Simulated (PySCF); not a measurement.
# Sr (strontium, neutral) across methods

[Kr] 5s1 5p1, 5s spin antiparallel (an excited configuration). Calculation: PySCF 2.14, in aug-cc-pwCVTZ-X2C with one added diffuse shell each of s, p, d, f type (11s10p8d4f, 109 functions); scalar relativity by spin-free X2C-1e.

| method | E (hartree) | mean ε 4p α (eV) | mean ε 5s β (eV) | mean ε 5p α (eV) | Σ⟨r²⟩ (bohr²) | ⟨S²⟩ |
| --- | --- | --- | --- | --- | --- | --- |
| PBE | -3178.82 | -23.999 | -4.243 | -2.037 | 83.52 | 1.000 |
| LDA | -3175.04 | -24.113 | -4.405 | -1.938 | 83.30 | 1.000 |
| r2SCAN | -3179.19 | -24.794 | -4.448 | -2.082 | 84.81 | 1.000 |
| TPSSh | -3179.08 | -25.087 | -4.392 | -2.234 | 84.11 | 1.000 |
| UHF | -3177.28342 | -31.155 | -6.046 | -2.908 | 94.78 | 1.000 |
| PBE0 | -3178.89 | -26.042 | -4.798 | -2.389 | 84.58 | 1.000 |
| CAM-B3LYP | -3179.38 | -27.470 | -5.684 | -2.774 | 85.66 | 1.000 |
| M06-L | -3179.07 | -24.672 | -4.184 | -1.896 | 82.61 | 1.001 |

With the s spin flipped the determinant is a mixture of two multiplicities, not a spectroscopic state.
